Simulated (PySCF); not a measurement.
Method used: delta-SCF UKS SCAN, pcX-2 on the ionised atom, pcseg-1 elsewhere, spin-free X2C (PySCF). Geometries: PBE0-D3(BJ)/def2-SVP; isolated species, one conformer each. Values against the vacuum level.

Question: Rank by computed C 1s binding energy, lowest first.
A. Carbon in `[H]/N=C\[SiH](N)N`
B. C3 in `[OH:1][CH2:2][c:3]1[cH:4][cH:5][cH:6][s:7]1`
C. C4 in `[CH2:1]=[CH:2][CH:3]=[C:4]=[O:5]`
D. C2 in `[CH3:1][CH2:2][C:3](=[O:4])[C:5]([F:6])([F:7])[F:8]`

Answer: B (290.73 eV), A (291.11 eV), D (291.75 eV), C (294.06 eV).

The highest is bonded to O (double bond) and C (double bond), the lowest to S (aromatic in the SMILES), C (aromatic in the SMILES) and C; the range is 3.33 eV.

Question: Order these sites by rising O 1s binding energy.
A. Oxygen in `OCc1cccs1`
B. Oxygen in `CCC(=O)C(F)(F)F`
C. Oxygen in `c1(=O)c(C)c1`
D. Oxygen in `C=CC=C=O`

Answer: C (537.22 eV), A (538.57 eV), B (538.86 eV), D (539.87 eV).

The highest is bonded to C (double bond), the lowest to C (double bond); the range is 2.65 eV.

2 of these hole states are spin-contaminated (⟨S²⟩ up to 0.92, against 0.75; counted from 0.85) and less certain.
